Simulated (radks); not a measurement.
Values are calculated unless marked as measured or tabulated.
Question: In39+, 10 electrons, occupied as [He] 2s2 2p5 3s1 (not the ground configuration). Level of theory: scalar-relativistic Kohn-Sham, exchange-only r2SCAN, spin-polarised, spherical densities, finite nucleus; open shells are filled with parallel spins first (spin-orbit coupling, left out, can overturn this in heavy ions); meta-GGA in the generalised Kohn-Sham scheme; Fermi nuclear charge, rms radius 4.6156 fm (a radial shooting solver on a logarithmic mesh with Libxc functionals). Some entries of the table are withheld. Estimate them.

| orbital | occ. | eigenvalue (hartree) | <1/r> (bohr^-1) |
|---|---|---|---|
| 1s up | 1 | -1119.774 | 51.89 |
| 1s down | 1 | -1119.192 | 51.91 |
| 2s up | 1 | -242.9588 | 12.17 |
| 2s down | 1 | -242.2130 | 12.14 |
| 2p up | 3 | -228.7292 | 11.67 |
| 2p down | 2 | -227.7621 | 11.66 |
| 3s up | 1 | (1) | (2) |
| 3s down | 0 | (3) | (4) |
| 3p up | 0 | -94.95304 | 4.838 |
| 3p down | 0 | -93.18723 | 4.850 |
| 4s up | 0 | -52.51627 | 2.779 |

Answer: 
(1) 3s up eigenvalue (hartree): -99.49284
(2) 3s up <1/r> (bohr^-1): 5.001
(3) 3s down eigenvalue (hartree): -97.57805
(4) 3s down <1/r> (bohr^-1): 5.003
